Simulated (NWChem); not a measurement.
System: CH$_{3}$BeClS; SMILES C[S][Be][Cl]

Input file for NWChem:

```
start job
memory heap 200 mb stack 900 mb global 1100 mb
geometry units angstroms noautosym nocenter noautoz
  Be     0.218688    -0.457538    -0.000959
  Cl    -0.268372    -2.209749    -0.002709
  S      0.745966     1.362916     0.002925
  C     -0.881452     2.210133    -0.000207
  H     -1.446466     1.996000    -0.916944
  H     -0.669709     3.287000     0.034906
  H     -1.479986     1.944863     0.881189
end
basis spherical
  Be library def2-svpd
  Cl library def2-svpd
  S library def2-svpd
  C library def2-svpd
  H library def2-svpd
end
dft
  xc pbe0
  iterations 150
end
property
  response 1 0.0773
end
task dft property
```

Output (shortened):

```
             Northwest Computational Chemistry Package (NWChem) 7.3.0
             --------------------------------------------------------

                             Geometry "geometry" -> ""
                             -------------------------

 Output coordinates in angstroms (scale by  1.889725989 to convert to a.u.)

  No.       Tag          Charge          X              Y              Z
 ---- ---------------- ---------- -------------- -------------- --------------
    1 Be                   4.0000     0.21868800    -0.45753800    -0.00095900
    2 Cl                  17.0000    -0.26837200    -2.20974900    -0.00270900
    3 S                   16.0000     0.74596600     1.36291600     0.00292500
    4 C                    6.0000    -0.88145200     2.21013300    -0.00020700
    5 H                    1.0000    -1.44646600     1.99600000    -0.91694400
    6 H                    1.0000    -0.66970900     3.28700000     0.03490600
    7 H                    1.0000    -1.47998600     1.94486300     0.88118900

 Effective nuclear repulsion energy (a.u.)     148.1904043557

                              NWChem Property Module
                              ----------------------

                                 NWChem DFT Module
                                 -----------------

 Summary of "ao basis" -> "ao basis" (spherical)
 ------------------------------------------------------------------------------
       Tag                 Description            Shells   Functions and Types
 ---------------- ------------------------------  ------  ---------------------
 Be                        def2-svpd                 6       12   3s3p
 Cl                        def2-svpd                11       27   5s4p2d
 S                         def2-svpd                11       27   5s4p2d
 C                         def2-svpd                 8       20   4s2p2d
 H                         def2-svpd                 4        8   2s2p

            General Information
            -------------------
          SCF calculation type: DFT
          Wavefunction type:  closed shell.
          No. of atoms     :     7
          No. of electrons :    46
           Alpha electrons :    23
            Beta electrons :    23
          Charge           :     0
          Spin multiplicity:     1
          Use of symmetry is: off; symmetry adaption is: off
          Maximum number of iterations: 150
          AO basis - number of functions:   110
                     number of shells:    48
          Convergence on energy requested:  1.00D-06
          Convergence on density requested:  1.00D-05
          Convergence on gradient requested:  5.00D-04

              XC Information
              --------------
                         PBE0 Method XC Functional
                     Hartree-Fock (Exact) Exchange  0.250
          PerdewBurkeErnzerhof Exchange Functional  0.750
            Perdew 1991 LDA Correlation Functional  1.000 local
           PerdewBurkeErnz. Correlation Functional  1.000 non-local

             Grid Information
             ----------------
          Grid used for XC integration:  medium
          Radial quadrature: Mura-Knowles
          Angular quadrature: Lebedev.
          Tag              B.-S. Rad. Rad. Pts. Rad. Cut. Ang. Pts.
          ---              ---------- --------- --------- ---------
          Be                  1.05       49          12.0       434
          Cl                  1.00       88          13.0       590
          S                   1.00       88          13.0       590
          C                   0.70       49          14.0       434
          H                   0.35       45          15.0       434
          Grid pruning is: on
          Number of quadrature shells:   409
          Spatial weights used:  Erf1

      Superposition of Atomic Density Guess
      -------------------------------------

 Sum of atomic energies:        -910.35790489

      Non-variational initial energy
      ------------------------------

 Total energy =    -911.732657
 1-e energy   =   -1549.098495
 2-e energy   =     489.175433
 HOMO         =      -0.310219
 LUMO         =      -0.001459

   convergence    iter        energy       DeltaE   RMS-Dens  Diis-err
 ---------------- ----- ----------------- --------- --------- ---------
 d= 0,ls=0.0,diis     1   -912.4417003174 -1.06D+03  1.01D-02  3.29D-01
 d= 0,ls=0.0,diis     2   -912.4609600102 -1.93D-02  5.23D-03  1.72D-01
 d= 0,ls=0.0,diis     3   -912.4851306398 -2.42D-02  1.24D-03  2.21D-02
 d= 0,ls=0.0,diis     4   -912.4885158393 -3.39D-03  2.29D-04  3.50D-04
 d= 0,ls=0.0,diis     5   -912.4885655742 -4.97D-05  6.62D-05  3.77D-05
  Resetting Diis
 d= 0,ls=0.0,diis     6   -912.4885712095 -5.64D-06  1.99D-05  2.83D-06
 d= 0,ls=0.0,diis     7   -912.4885716138 -4.04D-07  9.81D-06  1.65D-07

         Total DFT energy =     -912.488571613847
      One electron energy =    -1552.379895320126
           Coulomb energy =      554.682444629948
    Exchange-Corr. energy =      -62.981525279338
 Nuclear repulsion energy =      148.190404355669

 Numeric. integr. density =       45.999999180491

                       DFT Final Molecular Orbital Analysis
                       ------------------------------------

 Vector   21  Occ=2.000000D+00  E=-3.560217D-01
              MO Center= -2.5D-01, -2.0D+00, -2.3D-03, r^2= 1.7D+00
   Bfn.  Coefficient  Atom+Function         Bfn.  Coefficient  Atom+Function
  ----- ------------  ---------------      ----- ------------  ---------------
    24      0.568994  2 Cl px                21      0.442372  2 Cl px
    18      0.256149  2 Cl px                25     -0.154720  2 Cl py
    22     -0.113391  2 Cl py                 4     -0.110551  1 Be px
    27      0.087815  2 Cl px                 5      0.073218  1 Be py
    19     -0.066074  2 Cl py                52      0.061965  3 S  py

 Vector   22  Occ=2.000000D+00  E=-3.214198D-01
              MO Center=  5.5D-01,  1.4D+00,  5.5D-03, r^2= 2.3D+00
   Bfn.  Coefficient  Atom+Function         Bfn.  Coefficient  Atom+Function
  ----- ------------  ---------------      ----- ------------  ---------------
    51      0.348833  3 S  px                52      0.321692  3 S  py
    49      0.273724  3 S  py                48      0.270053  3 S  px
     5      0.246229  1 Be py                42      0.205392  3 S  s
     2     -0.184688  1 Be s                 44     -0.163647  3 S  s
    96     -0.160130  6 H  s                 43      0.158948  3 S  s

 Vector   23  Occ=2.000000D+00  E=-2.695582D-01
              MO Center=  5.3D-01,  1.2D+00,  9.5D-05, r^2= 2.4D+00
   Bfn.  Coefficient  Atom+Function         Bfn.  Coefficient  Atom+Function
  ----- ------------  ---------------      ----- ------------  ---------------
    53      0.584063  3 S  pz                50      0.418934  3 S  pz
    47      0.238203  3 S  pz                 6     -0.144223  1 Be pz
    87      0.126825  5 H  s                 26     -0.125137  2 Cl pz
   103     -0.122182  7 H  s                 73     -0.118891  4 C  pz
    88      0.112145  5 H  s                104     -0.104305  7 H  s

 Vector   24  Occ=0.000000D+00  E=-3.840379D-02
              MO Center=  9.6D-02,  2.5D-01,  1.5D-04, r^2= 5.4D+00
   Bfn.  Coefficient  Atom+Function         Bfn.  Coefficient  Atom+Function
  ----- ------------  ---------------      ----- ------------  ---------------
     3      0.533760  1 Be s                 70      0.509804  4 C  s
     4      0.458747  1 Be px                44     -0.430611  3 S  s
    10     -0.280570  1 Be px                68     -0.239054  4 C  s
    74     -0.227768  4 C  px                55      0.212158  3 S  py
    43      0.200148  3 S  s                 24      0.196712  2 Cl px

 Vector   25  Occ=0.000000D+00  E=-1.070912D-02
              MO Center=  1.5D-01, -6.4D-01,  8.6D-03, r^2= 8.6D+00
   Bfn.  Coefficient  Atom+Function         Bfn.  Coefficient  Atom+Function
  ----- ------------  ---------------      ----- ------------  ---------------
     3      2.280934  1 Be s                 17     -1.761229  2 Cl s
     8     -0.715511  1 Be py                28     -0.706572  2 Cl py
    44      0.600995  3 S  s                 69      0.527796  4 C  s
    11     -0.512423  1 Be py                43     -0.424647  3 S  s
    70      0.329320  4 C  s                 96     -0.293492  6 H  s

 Vector   26  Occ=0.000000D+00  E=-6.423736D-03
              MO Center=  1.4D-01, -2.2D-01, -1.1D-02, r^2= 5.2D+00
   Bfn.  Coefficient  Atom+Function         Bfn.  Coefficient  Atom+Function
  ----- ------------  ---------------      ----- ------------  ---------------
    12     -0.574587  1 Be pz                 6      0.527502  1 Be pz
     9     -0.308423  1 Be pz                56      0.288985  3 S  pz
    29      0.252524  2 Cl pz                53      0.245619  3 S  pz
    26      0.227706  2 Cl pz                50      0.161672  3 S  pz
    23      0.151508  2 Cl pz                63      0.094276  3 S  d -1

     Multipole analysis of the density
     ---------------------------------

     L   x y z        total         alpha         beta         nuclear
     -   - - -        -----         -----         ----         -------
     0   0 0 0     -0.000000    -23.000000    -23.000000     46.000000

     1   1 0 0     -0.491798      0.355968      0.355968     -1.203735
     1   0 1 0      0.533992     -2.472570     -2.472570      5.479132
     1   0 0 1     -0.001360      0.004214      0.004214     -0.009789

     2   2 0 0    -28.241827    -49.317360    -49.317360     70.392893
     2   1 1 0     -3.261045    -12.866476    -12.866476     22.471908
     2   1 0 1     -0.002521     -0.083985     -0.083985      0.165449
     2   0 2 0    -29.547307   -303.043981   -303.043981    576.540654
     2   0 1 1     -0.003928     -0.292770     -0.292770      0.581612
     2   0 0 2    -29.185831    -17.483271    -17.483271      5.780712

 *** CALLING NEW AORESP DRIVER FOR CLOSED AND OPEN SHELLS ***
 Entering AOResponse driver routine

--------------------------------------------------------------------------------

          -----------------------------------------------
          Solving response equations for perturbing field
          -----------------------------------------------

 number of frequencies:     1
 frequency in a.u.:  0.7730000E-01
 Perturbing field: electric
 Using El. Dipole Length Gauge

 Setting up CPKS with frequency omega =      0.07730000 a.u.

                            NWChem Dynamic CPHF Module
                            --------------------------

    scftype = RHF
    nclosed =   23
      nopen =    0
  variables =     4002
  num. vecs =        3
  tolerance =   1.0D-04
  max. iter =   50

 SCF residual:    6.4214648492761099E-004

Iterative solution of linear equations
  No. of variables     4002
  No. of equations        3
  Maximum subspace       30
       Convergence  1.0D-04

   iter   nsub   residual    time
   ----  ------  --------  ---------
     1      3    2.70D+00      49.6
     2      6    1.14D+00      70.6
     3      9    2.59D-01      98.8
     4     12    6.04D-02     127.4
     5     15    2.82D-02     156.7
     6     18    5.19D-03     185.8
     7     21    1.39D-03     215.1
     8     24    2.11D-04     244.9
     9     27    3.93D-05     274.0

 Electric Dipole Response Matrix (nonzero elements):

              1        2        3
    1   59.5786  -0.7276   0.0203
    2   -0.7276  82.9327   0.0407
    3    0.0203   0.0407  52.6345

 ------------------------------------------
 average:        65.04859 + I       0.00000

 DFT Linear Response polarizability / au
 Frequency  =       0.0773000 / au
 Wavelength =     589.4353558 / nm
              X              Y              Z
 -----------------------------------------------
 X      59.5786106     -0.7276370      0.0203223
 Y      -0.7276400     82.9327024      0.0407461
 Z       0.0203227      0.0407439     52.6344646
 -----------------------------------------------
 Eigenvalues =      59.5560291     82.9554042     52.6343443
 Isotropic   =      65.0485925
 Anisotropic =      27.5209661
 -----------------------------------------------

 Magnetic Dipole Response Matrix (nonzero elements):
```

Level: PBE0/def2-SVPD. The geometry was optimised at PBE0/def2-SVP.
